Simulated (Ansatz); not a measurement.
## Worked example: vertical energy of the triplet above the singlet of C4H4Se (selenophene)

C4H4Se: 9 atoms, total charge 0, spin state singlet. SMILES: `c1cc[se]c1`. The shape is that of a PBE0-D4/def2-TZVP optimisation.

Both states at this one shape; open shells run unrestricted unless said. 1 Eh = 27.2114 eV.

```
                                   level  program  singlet C4H4Se (Eh)  triplet C4H4Se (Eh)
                           BLYP/def2-SVP   Ansatz         -2555.916082         -2555.775396
      B3LYP/6-31G* (spherical functions)   Ansatz         -2556.088869         -2555.950713
                          BHLYP/def2-SVP   Ansatz         -2555.837495         -2555.704012
B2PLYP/def2-SVP, 13 core orbitals frozen   Ansatz         -2555.389471         -2555.244589
```

Work out the vertical gap, second state less first, at each level.


1. BLYP/def2-SVP: -2555.775396 − (-2555.916082) = 0.140686 Eh = 3.83 eV.
2. B3LYP/6-31G* (spherical functions): -2555.950713 − (-2556.088869) = 0.138156 Eh = 3.76 eV.
3. BHLYP/def2-SVP: -2555.704012 − (-2555.837495) = 0.133483 Eh = 3.63 eV.
4. B2PLYP/def2-SVP: -2555.244589 − (-2555.389471) = 0.144882 Eh = 3.94 eV.

No measured value is set beside it here; the levels span 3.63 to 3.94 eV. Spin-orbit coupling is left out. All-electron rows are non-relativistic unless named.
